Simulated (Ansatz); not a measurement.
C3H3F, SMILES `C=C[C]F` (singlet; the order of the spin states depends on the level; C–C–C–F torsion 33°) (charge 0, multiplicity 1). This singlet lies 0.23 eV below the relaxed triplet at the level B3LYP/cc-pVTZ // PBE0-D3(BJ)/def2-TZVP (Ansatz, a quantum-chemistry and plane-wave program); other levels give the other order.

Cartesian coordinates (Å):
SMILES: C=C[C]F
```xyz
7

C      0.8778    -0.0626     0.1178
C     -0.2745     0.5503    -0.1772
C     -1.5713    -0.0815     0.0423
F     -1.4428    -1.3827    -0.1410
H      0.8958    -1.1133     0.3858
H      1.8197     0.4735     0.1512
H     -0.3047     1.6162    -0.3789
```
Charge 0, multiplicity 1.

The restricted HF start is unstable towards unrestricted orbitals.

Give the natural occupations of the active orbitals, the CASSCF energy and the corrected energy for frozen-core fic-MRCISD+Q@CASSCF(2e,2o)/cc-pVTZ // PBE0-D3(BJ)/def2-TZVP run with Ansatz.


| Quantity | Result |
|---|---|
| natural occupations | 1.91, 0.09 |
| CASSCF energy | -214.7605 Ha |
| corrected energy | -215.4641 Ha |
| weight of the reference | 0.873 |
